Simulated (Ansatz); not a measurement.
Ideal-gas functions of C2H5I, SMILES `CCI` at 800 K and 1 bar, from an Ansatz frequency run at PBE0-D4/def2-TZVP.

Molar mass 155.97 g/mol, point group Cs (symmetry number 1), electronic degeneracy 1, moments of inertia 17.054, 168.955, 179.691 u Å². Harmonic wavenumbers (cm⁻¹, unscaled): 258, 258, 525, 748, 978, 997, 1082, 1238, 1258, 1405, 1474, 1477, 1489, 3045, 3111, 3124, 3141, 3183.

Use S(trans) = R[1.5 ln M + 2.5 ln T − 1.1517]; rotational temperatures θ = 24.2544 K / I; S(rot) = R[ln(√π/σ · √(T³/θAθBθC)) + 1.5]; for each mode x = 1.438777 ν̃/T, S = R[x/(eˣ − 1) − ln(1 − e⁻ˣ)] and H = RT x/(eˣ − 1); 1 cm⁻¹ = 0.0119627 kJ/mol; R = 8.31446 J/(mol·K).

Q: By hand: the entropy, in J/(mol·K).

A: Translation 192.3. Rotation: θ = 1.4222, 0.1436, 0.135 K, giving 115.5. Vibration, mode by mode: 14.77, 14.77, 9.09, 6.45, 4.61, 4.49, 3.98, 3.19, 3.10, 2.52, 2.28, 2.27, 2.23, 0.23, 0.20, 0.20, 0.20, 0.18, in all 74.8. Electronic 0.0. Sum 382.6 J/(mol·K).

Q: By hand: H − E and G − E in kJ/mol, counted from the electronic energy.

A: Zero-point energy ½ × 28791 × 0.0119627 = 172.2; thermal vibration 34.3; translation, rotation and pV give 4 RT = 26.6. H − E = 233.1 kJ/mol, and G − E = 233.1 − 800 × 382.6/1000 = -73.0 kJ/mol.

Vibration gives 20 % of the entropy.
